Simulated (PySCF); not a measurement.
Cl4H2Si2.

```xyz
8

Si     1.2132     1.3540     0.0000
Cl    -0.1834     2.8758     0.0000
Si     0.0066    -0.6177     0.0000
Cl    -1.1782    -0.7189     1.6647
Cl    -1.1782    -0.7189    -1.6647
Cl     1.2938    -2.2142     0.0000
H      2.0525     1.4443     1.2218
H      2.0525     1.4443    -1.2218
```

Geometry optimised at ωB97X-D3(BJ)/def2-SVP. The values are those of a single conformer.

Calculation: PBE0/pcSseg-1 run with PySCF. Non-relativistic, no solvent.

Question: Give the absolute GIAO shielding of each atom: isotropic value and principal components (ppm). (Estimate from the structure and the level; the computed values follow.)

Answer: 
```json
[
 {"atom": "Si1", "σ(iso)": "379.3", "σ11": "346.4", "σ22": "354.7", "σ33": "436.7", "span": "90.3"},
 {"atom": "Cl2", "σ(iso)": "1043.7", "σ11": "1030.9", "σ22": "1048.1", "σ33": "1052.1", "span": "21.3"},
 {"atom": "Si3", "σ(iso)": "316.6", "σ11": "305.4", "σ22": "312.9", "σ33": "331.6", "span": "26.2"},
 {"atom": "Cl4", "σ(iso)": "795.7", "σ11": "665.7", "σ22": "779.1", "σ33": "942.4", "span": "276.7"},
 {"atom": "Cl5", "σ(iso)": "795.7", "σ11": "665.7", "σ22": "779.1", "σ33": "942.4", "span": "276.7"},
 {"atom": "Cl6", "σ(iso)": "796.2", "σ11": "664.0", "σ22": "789.3", "σ33": "935.3", "span": "271.3"},
 {"atom": "H7", "σ(iso)": "26.3", "σ11": "22.3", "σ22": "25.1", "σ33": "31.3", "span": "9.0"},
 {"atom": "H8", "σ(iso)": "26.3", "σ11": "22.3", "σ22": "25.1", "σ33": "31.3", "span": "9.0"}
]
```
